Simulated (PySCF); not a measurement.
**Unknown compound**

Molecular formula: C6H8O4. Simulated spectra:

¹H NMR (400 MHz, computed): δ 4.52 (m, 2H), 1.43 (d, 6H).

¹³C{¹H} NMR (computed): δ 158.7 (C), 78.1 (CH), 17.0 (CH3).

[PySCF 2.14.0 with density-fitted response routines: σ from GIAO-PBE0/pcSseg-1; structure optimised with GFN2-xTB; relativity neglected; no solvent model; equivalent nuclei averaged; one conformer]

References, each an isolated molecule treated in the same way: ¹H (σref 31.72) and ¹³C (σref 186.93) vs TMS.

**Question.** Choose the structure that fits.
A. C=C(C)OC(=O)COC=O
B. COC(=O)C(=O)OC1CC1
C. O=C1CCC[C@H](C(=O)O)O1
D. C[C@@H]1OC(=O)C(=O)O[C@@H]1C
E. COC(=O)/C=C\OC(C)=O
F. C[C@@H]1OC(=O)[C@@H](C)OC1=O

**Answer.** D. 

1. The formula gives 3 degrees of unsaturation (1 ring in the answer).
2. 3 carbon signals for 6 carbons: some carbons are equivalent by symmetry or fast rotation.
3. Carbon types of the structure: 2 × C, 2 × CH, 2 × CH3, which accounts for all hydrogens.
4. δC 158.7: ester carbonyl carbon; lone-pair donation from the attached heteroatom keeps it upfield of a ketone carbonyl.
5. δC 78.1: sp3 CH bonded to O; pulled downfield by the heteroatom.
6. δC 17.0: methyl carbon; saturated and bonded to C and H only.
7. δH 4.52: hydrogen on an sp3 CH bonded to O; its carbon carries O, which withdraws density.
8. δH 1.43: hydrogen on a methyl carbon.

The others: COC(=O)/C=C\OC(C)=O would give 6 carbon signals, not 3; O=C1CCC[C@H](C(=O)O)O1 would give 6 carbon signals, not 3; C=C(C)OC(=O)COC=O would give 6 carbon signals, not 3; C[C@@H]1OC(=O)[C@@H](C)OC1=O has carbons computed at 170.5, 76.7, 20.1; COC(=O)C(=O)OC1CC1 would give 5 carbon signals, not 3.

Shifts are as computed. Against solution values, carbons near 30 ppm lie about +3 ppm off and those near 130 ppm about +5 ppm. Of 1211 compounds with measured shifts, 218 miss one by over three times the rms of a fit or turn the order of signals round; such compounds aren't used in these exercises. No couplings were computed; multiplicities are counted from neighbouring protons, with m where these are inequivalent, close in shift, in a saturated or five-membered ring or joined by F or P, and br s for small geminal =CH2 splittings.
